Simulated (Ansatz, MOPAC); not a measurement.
System: diphosphane, P2H4, charge 0, multiplicity 1. SMILES: PP

Atoms: P1, P2, H3, H4, H5, H6. Bonds: P1-P2, P1-H3, P1-H4, P2-H5, P2-H6.

Bond lengths (Å) and angles (degrees) optimised at MNDO with MOPAC; HF/STO-3G with Ansatz (a program for electronic structure); HF/3-21G with Ansatz; PBE/6-31G* with Ansatz; B3LYP/LANL2DZ with Ansatz; MP2/6-31G* with Ansatz, each started from the B3LYP-D3(BJ)/def2-TZVP structure (Ansatz) of the last column. A row stands for all coordinates that are equal there. 6-31G* holds six Cartesian d functions. No wavenumbers were computed at MNDO, HF/STO-3G, PBE/6-31G*, B3LYP/LANL2DZ, MP2/6-31G*, so these may be saddle points.

```json
[
 {"coordinate": "P1-P2", "MNDO": "2.023", "HF/STO-3G": "2.178", "HF/3-21G": "2.376", "PBE/6-31G*": "2.269", "B3LYP/LANL2DZ": "2.414", "MP2/6-31G*": "2.233", "B3LYP-D3(BJ)/def2-TZVP": "2.250"},
 {"coordinate": "P1-H3", "MNDO": "1.340", "HF/STO-3G": "1.381", "HF/3-21G": "1.422", "PBE/6-31G*": "1.439", "B3LYP/LANL2DZ": "1.451", "MP2/6-31G*": "1.417", "B3LYP-D3(BJ)/def2-TZVP": "1.421"},
 {"coordinate": "P2-P1-H3", "MNDO": "98.4", "HF/STO-3G": "95.3", "HF/3-21G": "94.7", "PBE/6-31G*": "93.7", "B3LYP/LANL2DZ": "93.4", "MP2/6-31G*": "95.2", "B3LYP-D3(BJ)/def2-TZVP": "93.7"},
 {"coordinate": "H3-P1-H4", "MNDO": "97.1", "HF/STO-3G": "93.4", "HF/3-21G": "94.7", "PBE/6-31G*": "91.5", "B3LYP/LANL2DZ": "93.0", "MP2/6-31G*": "93.7", "B3LYP-D3(BJ)/def2-TZVP": "92.3"}
]
```

Mean signed difference of all 5 bond lengths from B3LYP-D3(BJ)/def2-TZVP: MNDO -0.110 Å, HF/STO-3G -0.046 Å, HF/3-21G 0.026 Å, PBE/6-31G* 0.018 Å, B3LYP/LANL2DZ 0.057 Å, MP2/6-31G* -0.006 Å.
